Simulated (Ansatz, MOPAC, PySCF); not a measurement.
Dimer: dimethyl selenide (SMILES C[Se]C) (first 9 atoms) with NH3 (SMILES N); geometry from B3LYP-D3(BJ)/def2-TZVP, rigid monomers moved along the line of their centres of mass till H8···N10 is 4.47 Å.
(charge 0, multiplicity 1):
```xyz
13

C     -0.79871     0.06320    -1.83228
Se    -0.60525     0.35728     0.09725
C      1.31833     0.72987     0.10270
H     -0.17824    -0.77308    -2.14772
H     -1.84517    -0.16983    -2.01792
H     -0.52507     0.96420    -2.37730
H      1.85965    -0.11304    -0.32245
H      1.58659     0.85644     1.14919
H      1.52513     1.63788    -0.45973
N      0.81607     0.01707     5.47009
H      1.21150    -0.35328     6.32666
H      0.07044     0.65315     5.72914
H      0.38717    -0.75452     4.97014
```

Monomers are frozen at their geometry in the pair; levels with a basis set take the counterpoise correction. Rows marked so take none.

Correlated levels freeze the cores. Filled d and f shells under p-block atoms count as core. Rows in 3-21G, 6-31G*, STO-3G carry no dispersion term and start afresh at each structure (6-31G* with six Cartesian d functions); the Pople sets are all-electron and without relativity. MP2/6-31G* freezes PySCF's default core, which leaves 3d correlated. The state reached by AM1, PM6 isn't checked.

Programs: Ansatz (Gaussian basis) for Hartree–Fock, density functionals and correlated methods; MOPAC for AM1, PM6 (differences of heats of formation); PySCF for 3-21G rows, 6-31G* rows, STO-3G rows, the dispersion terms. 

Other levels give for the interaction energy: PBE/def2-TZVPPD -0.41; B3LYP/def2-TZVPPD -0.30; B3LYP-D3(BJ)/def2-TZVPPD -0.47; wB97M-V/def2-TZVPPD -0.50; CCSD(T)/aug-cc-pVDZ -0.50 kcal/mol.

Task: What do these common cheap choices give for the same quantity: AM1, PM6, HF/STO-3G (no counterpoise), HF/6-31G*, HF/6-31G* (no counterpoise), B3LYP/3-21G (no counterpoise), B3LYP/6-31G*, MP2/6-31G* (no counterpoise)?

Result: AM1 -0.17; PM6 -0.26; HF/STO-3G (no counterpoise) -0.25; HF/6-31G* -0.43; HF/6-31G* (no counterpoise) -0.46; B3LYP/3-21G (no counterpoise) -0.38; B3LYP/6-31G* -0.37; MP2/6-31G* (no counterpoise) -0.52 kcal/mol. They span -0.52 to -0.17 kcal/mol.

Ansatz is a first-principles code.
